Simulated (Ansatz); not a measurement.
`[NH2][Nb](=[O])([OH])[F]` + HCl → `[O]=[Nb]([OH])([F])[Cl]` + NH₃ at 700 K and 1 bar (ligand exchange at the Nb–N bond).

Gas-phase electronic energies from Ansatz, PBE0-D4/def2-TZVP geometries. CCSD(T)/CBS is the MP2 limit (def2-TZVPP, def2-QZVPP) plus CCSD(T) − MP2 in def2-TZVPP, frozen cores. This one scheme is used for every species. Elements past krypton have def2 core potentials. For Nb outer-core shells are correlated without core-valence functions, which leaves a few kJ/mol of doubt a bond. One conformer a species, not always the lowest.

```
                   species  CCSD(T)/CBS energy (Eh)  H − E (kJ/mol)  S (J/(mol·K))
`[NH2][Nb](=[O])([OH])[F]`               -363.77980           189.5          458.8
                       HCl               -460.38127            38.4          211.8
 `[O]=[Nb]([OH])([F])[Cl]`               -767.67871           116.7          440.1
                       NH₃                -56.50880           116.9          226.5
```

H − E and S are ideal-gas, rigid-rotor, harmonic terms from PBE0-D4/def2-TZVP, for one conformer and one mirror image of each species. 1 Eh = 2625.50 kJ/mol, R = 8.31446 J/(mol·K).

By hand: ΔE, ΔH, ΔS and ΔG.

ΔE = (-767.67871) + (-56.50880) − (-363.77980) − (-460.38127) = -0.02644 Eh = -69.4 kJ/mol. Δ(H − E) = 116.7 + 116.9 − 189.5 − 38.4 = 5.7, so ΔH = -63.7 kJ/mol. ΔS = 440.1 + 226.5 − 458.8 − 211.8 = -4.0 J/(mol·K). ΔG = -63.7 − 700 × (-4.0)/1000 = -60.9 kJ/mol.

By hand: the equilibrium constant, and the temperature at which ΔG would vanish if ΔH and ΔS stayed fixed.

log₁₀ K = −ΔG/(RT ln 10) = 4.5. ΔG = 0 at ΔH/ΔS = 15925 K, far beyond where these terms or the molecules hold.

The number of gas molecules stays the same, so ΔS is small and ΔH decides. A doubt of 5 kJ/mol in ΔE shifts log₁₀ K by 0.4 here. Other conformers and mirror images would add mixing entropy, several J/(mol·K) or more a flexible species. These are equilibria of isolated gas molecules and say nothing of rates. Largest T1 diagnostic: 0.022 (customary marks: 0.02 for closed shells, 0.045 for open ones).
